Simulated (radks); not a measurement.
Values are calculated unless marked as measured or tabulated.
All-electron atom: Pr32+ in [Ar] 3d9.

Code: a radial shooting solver on a logarithmic mesh with Libxc functionals. Model: scalar-relativistic Kohn-Sham, exchange-only LDA, spin-polarised, spherical densities, point nucleus; open shells are filled with parallel spins first (spin-orbit coupling, left out, can overturn this in heavy ions).

Energy parts (eV):
part                  energy
total             -234969.31
kinetic            250425.37
electron-nucleus  -533760.97
Hartree             52773.44
exchange            -4407.15

Orbitals (lengths in bohr, moments of r in powers of bohr; <r^-3> diverges for s and p1/2):
orbital,occ.,eigenvalue (eV),<r^2>,<r^4>,<r^-3>,<r>
1s up,1,-43047.10,0.0007904,1.648e-06,-,0.02411
1s down,1,-43047.00,0.0007904,1.648e-06,-,0.02411
2s up,1,-7961.578,0.01248,0.0002667,-,0.1029
2s down,1,-7958.340,0.01247,0.0002665,-,0.1028
2p up,3,-7262.742,0.009942,0.0001948,8523,0.09029
2p down,3,-7260.173,0.009936,0.0001946,8528,0.09026
3s up,1,-2595.986,0.08061,0.009676,-,0.2659
3s down,1,-2592.438,0.08069,0.009696,-,0.2661
3p up,3,-2374.350,0.07947,0.009774,1834,0.2622
3p down,3,-2370.758,0.07956,0.009799,1831,0.2624
3d up,5,-2075.055,0.06554,0.007433,255.3,0.2369
3d down,4,-2070.785,0.06566,0.007464,255.0,0.2371

The highest occupied level is 3d down at -2070.8 eV. Summed over all electrons, <r^2> = 1.315 bohr^2, which gives a Langevin (diamagnetic) susceptibility term of -1.04 x 10^-6 cm^3/mol. The density falls to 0.001 e/bohr^3 at r = 0.84 bohr.
